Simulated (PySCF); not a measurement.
# BeCd: frontier orbitals

PBE0 at R = 3.031 Å; basis Be cc-pVDZ, Cd cc-pVDZ-PP with ECP28; scalar-relativistic core potentials; PySCF 2.14. State: ¹Σ⁺ (singlet), closed shell. Only the outer orbitals are listed, counted within each symmetry, core potentials removing the inner ones.

```json
{"orbital": "4σ", "occ.": "2", "ε (eV)": "-14.09", "on Be (%)": "1", "main shells (%)": "100 Cd d"}
{"orbital": "1δ", "occ.": "2", "ε (eV)": "-14.08", "on Be (%)": "0", "main shells (%)": "100 Cd d"}
{"orbital": "1δ", "occ.": "2", "ε (eV)": "-14.08", "on Be (%)": "0", "main shells (%)": "100 Cd d"}
{"orbital": "2π", "occ.": "2", "ε (eV)": "-14.07", "on Be (%)": "0", "main shells (%)": "100 Cd d"}
{"orbital": "2π", "occ.": "2", "ε (eV)": "-14.07", "on Be (%)": "0", "main shells (%)": "100 Cd d"}
{"orbital": "5σ", "occ.": "2", "ε (eV)": "-7.64", "on Be (%)": "46", "main shells (%)": "51 Cd s, 43 Be s"}
{"orbital": "6σ", "occ.": "2", "ε (eV)": "-5.61", "on Be (%)": "54", "main shells (%)": "52 Be s, 44 Cd s"}
{"orbital": "7σ", "occ.": "0", "ε (eV)": "-1.65", "on Be (%)": "59", "main shells (%)": "57 Be p, 36 Cd p"}
{"orbital": "3π", "occ.": "0", "ε (eV)": "-1.57", "on Be (%)": "66", "main shells (%)": "66 Be p, 34 Cd p"}
{"orbital": "3π", "occ.": "0", "ε (eV)": "-1.57", "on Be (%)": "66", "main shells (%)": "66 Be p, 34 Cd p"}
```

Task: Which are the highest filled and the lowest empty level, where do they sit, and how wide is the gap?

Result: Highest filled 6σ at -5.61 eV (in %: 52 Be s, 44 Cd s); lowest empty 7σ at -1.65 eV (in %: 57 Be p, 36 Cd p); the gap at PBE0 is 3.96 eV.

* bond order (Mayer): 0.33
* ⟨S²⟩: 0.000
* charge on Be (Mulliken, basis-dependent): -0.02
* charge on Be (Löwdin, basis-dependent): -0.02
* dipole moment (positive dipole means Be(−)Cd(+)): 0.29 D
* polarisability along the bond: 158.4 bohr³
* polarisability across the bond: 77.8 bohr³

Closed-shell solutions of metal pairs were not tested for spin polarisation, which can lower them a little.
